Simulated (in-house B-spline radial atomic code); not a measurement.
Rh⁴⁺. Computed with a B-spline radial atomic code. Model: all-electron spherical atom, spin shells full or empty, radial basis limit, no spin-orbit coupling, Breit or QED, empty-state partial waves extrapolated as (l+1/2)^-4, RPA, G0W0 and static COHSEX of the highest shell as one setting changes (uncorrelated shells keep exact exchange).

Empty levels are discrete states of a finite basis, so the steps are uneven.

Given: element Rh; charge 4; filled core Kr; hamiltonian one-electron scalar X2C; mean-field start PBE0; highest l of empty states 9; nuclear rms radius 4.4945 fm; lowest nl shells left uncorrelated 0; highest mean-field shell 4d up; box radius 11.96 bohr.

Shell: 4d 5 0 (electrons up and down).

```csv
highest empty level kept (hartree),RPA correlation energy (hartree),G0W0 level (eV),G0W0 minus most complete (meV),COHSEX level (eV),linearised minus solved G0W0 (meV)
8.33,-0.72424,-63.824,780.7,-65.213,-9.6
16.67,-1.0044,-64.101,503.5,-66.028,-10.7
29.17,-1.2631,-64.285,319.6,-66.554,-11.5
50,?,?,?,?,?
83.33,-1.8567,-64.481,123.2,-67.076,-12.4
150,-2.2389,-64.547,57.7,-67.262,-12.7
250,-2.4803,-64.572,32.5,-67.338,-12.8
500,-2.6791,-64.588,16.3,-67.387,-12.9
1000,-2.8597,-64.6,4,-67.422,-13
2083.3,?,?,?,?,?
5000,-3.02,-64.604,0.1,-67.432,-13
16667,-3.0559,-64.604,0,-67.433,-13
```

Question: What follows for highest empty level kept = 50?

Answer: RPA correlation energy -1.543 hartree; G0W0 level -64.406 eV; G0W0 minus most complete 198.1 meV; COHSEX level -66.878 eV; linearised minus solved G0W0 -12.1 meV.

Question: What follows for highest empty level kept = 2083.3?

Answer: RPA correlation energy -2.9606 hartree; G0W0 level -64.603 eV; G0W0 minus most complete 1 meV; COHSEX level -67.43 eV; linearised minus solved G0W0 -13 meV.
